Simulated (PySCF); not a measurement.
Structure with atom numbers: `[CH2:1]=[C:2]=[CH:3][Si:4]([Cl:5])([Cl:6])[Cl:7]`; H(Xn) means a hydrogen on atom n.

GIAO PBE0/pcSseg-1 shifts (PySCF 2.14.0 with density-fitted response routines, gas phase, non-relativistic, equivalent atoms averaged), each against references optimised in the same way as the molecule (TMS, HCl).

On the GFN2-xTB geometry: C2 227.2, C3 89.4, C1 76.1, Si4 13.2, Cl5/Cl6/Cl7 145, H(C3) 5.37, H(C1) 4.98 ppm.

Problem. What changes on the PBE0-D3(BJ)/def2-SVP geometry?

Solution. 
| atoms | δ (ppm) | change |
| --- | --- | --- |
| C2 | 229.2 | +2.0 |
| C3 | 85.7 | -3.7 |
| C1 | 79.0 | +2.9 |
| Si4 | 22.4 | +9.2 |
| Cl5/Cl6/Cl7 | 139 | -6 |
| H(C3) | 5.12 | -0.25 |
| H(C1) | 5.12 | +0.14 |

Bonds between heavy atoms that differ most (equivalent bonds averaged): C3–Si4 1.885 → 1.841 Å, Si4–Cl5 2.023 → 2.048 Å, C1–C2 1.291 → 1.305 Å, C2–C3 1.301 → 1.311 Å. Mean change of bonds to hydrogen: C–H +0.017 Å. The two structures also differ in conformation, which adds to the changes.
